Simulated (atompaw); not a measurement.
# Before and after: PAW (atompaw) potential for Ru (Z = 44)

```
Element                 : Ru (Z = 44)
Generator               : atompaw 4.2.0.5
Type                    : PAW
Functional              : PBEsol
Relativity              : scalar-relativistic
Frozen core             : [Kr]
Valence charge          : 8
Reference configuration : 4d7 5s1 5p0
Partial waves           : 5s (bound): rc 3.00 bohr; 5s channel at 1.6 Ry: rc 3.00 bohr; 5p (bound, empty): rc 3.00 bohr; 5p channel at 3.95 Ry: rc 3.00 bohr; 4d (bound): rc 1.45 bohr; 4d channel at 0.85 Ry: rc 3.00 bohr
Local potential         : troulliermartins scheme with l = 3 at 0.5 Ry, radius 2.85 bohr
Core correction         : smooth core density matched at 2.35 bohr
Augmentation charge     : sinc compensation charge, radius 2.90 bohr; PAW radius 3.00 bohr; waves and projectors: custom rrkj gramschmidtortho
```

Change: wave 5s channel at 1.6 Ry: rc 3.00 bohr becomes 5s channel at 1.6 Ry: rc 1.84 bohr.

Cutoffs: the cutoffs (Ry, on a coarse ladder) from which the occupation-weighted sum of valence levels, in a spherical-Bessel basis at the reference potential, stays within 10 and 1 mRy of its value at 400 Ry; they do not see the model core or the augmentation charge, which bear on the density cutoff.

**Question.** What does the change do?

**Answer.** The potential gets neither clearly harder nor softer (50 Ry and 80 Ry → 50 Ry and 80 Ry); a bound ghost appears in s, which as a rule spoils a file; the range in which the s phases agree widens (upper end 0.9 → 3.2).

| quantity | base | changed |
| --- | --- | --- |
| cutoff, loose | 50 Ry | 50 Ry |
| cutoff, tight | 80 Ry | 80 Ry |
| bound ghosts | none | s |
| s: phases at 3.02 bohr within 0.05 rad from the reference energy up to (Ry; the scan ends near 5) | 0.9 | 3.2 |
| p: phases at 3.02 bohr within 0.05 rad from the reference energy up to (Ry; the scan ends near 5) | 4.6 | 4.6 |
| d: phases at 3.02 bohr within 0.05 rad from the reference energy up to (Ry; the scan ends near 5) | 1.3 | 1.3 |
| lowest overlap eigenvalue by channel | s 0.54, p 0.88, d 0.45 | s 0.11, p 0.88, d 0.45 |

 A true bound ghost makes a file unfit for plane-wave use even where its test errors are small: the radial tests pick states by their node count and pass the ghost by. The cutoffs see the waves, projectors and local potential, not the compensation charge or the core.
